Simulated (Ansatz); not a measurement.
Ansatz (an electronic-structure program) input (CCSD(T)/def2-SVPD):

Ansatz 0.2 input:
```yaml
crystal:
  periodic: [false, false, false]
  atoms:
    - {symbol: Na, position_ang: [-0.00000000, -0.00000000, -1.06477101]}
    - {symbol: O, position_ang: [0.00000000, 0.00000000, 1.19274953]}
    - {symbol: H, position_ang: [0.00000000, 0.00000000, 2.17048488]}
basis:
  gaussian:
    orbitals: def2-SVPD
total_charge: 1
magnetization: {spin_polarized: true, initial_magnetization: 1}
correlation: {method: ccsd_t, electrons: outside_noble_gas}
output: {forces: true}
```

End of the output:

```
mean field evaluation 1: about -6444.3455 eV, gradient 3.4e1 eV
mean field evaluation 2: about -6444.3801 eV, gradient 3.3e1 eV
mean field evaluation 4: about -6448.3847 eV, gradient 9.6e-1 eV
mean field evaluation 8: about -6448.4041 eV, gradient 1.1e-3 eV
mean field evaluation 16: about -6448.3894 eV, gradient 2.0e-1 eV
mean field evaluation 32: about -6448.4041 eV, gradient 1.5e-6 eV
mean field -6448.40405871 eV, -236.9744782724 hartree, gradient 1.5e-6 eV, S^2 0.756435; 2 other end points of the search recorded, 0 dependent functions left out
6 core orbitals not correlated
reference -6448.40405871 eV, -236.9744782724 hartree; 4, 3 occupied and 39, 40 virtual orbitals, 459 factors
densities: 0.14 GiB planned
second order -4.26088380 eV of doubles, -0.00000000 eV of singles
coupled cluster: 0.11 GiB planned
cycle   1  -4.53560552 eV  change   -2.7e-1 eV  update   3.9e-2
cycle   2  -4.63373044 eV  change   -9.8e-2 eV  update   1.2e-2
cycle   3  -4.66002054 eV  change   -2.6e-2 eV  update   6.0e-3
cycle   4  -4.65980050 eV  change    2.2e-4 eV  update   2.1e-3
cycle   5  -4.66012235 eV  change   -3.2e-4 eV  update   8.1e-4
cycle   6  -4.66060940 eV  change   -4.9e-4 eV  update   2.9e-4
cycle   7  -4.66067216 eV  change   -6.3e-5 eV  update   8.8e-5
cycle   8  -4.66066232 eV  change    9.8e-6 eV  update   3.3e-5
cycle   9  -4.66065700 eV  change    5.3e-6 eV  update   1.3e-5
cycle  10  -4.66065606 eV  change    9.4e-7 eV  update   4.5e-6
cycle  11  -4.66065585 eV  change    2.1e-7 eV  update   1.8e-6
perturbative correction -0.07696547 eV, -0.0028284290 hartree
the calculation of the forces begins
Total energy: -6453.14168003 eV, -237.1485826447 hartree
Atom 0 at    -0.000000    -0.000000    -1.064771 Å, force     0.000000    -0.000000    -0.176387 eV/Å
Atom 1 at     0.000000     0.000000     1.192750 Å, force    -0.000000    -0.000000     0.158375 eV/Å
Atom 2 at     0.000000     0.000000     2.170485 Å, force    -0.000000    -0.000000     0.018012 eV/Å
Dipole moment:    -0.000000     0.000000    -0.541387 e Å
```
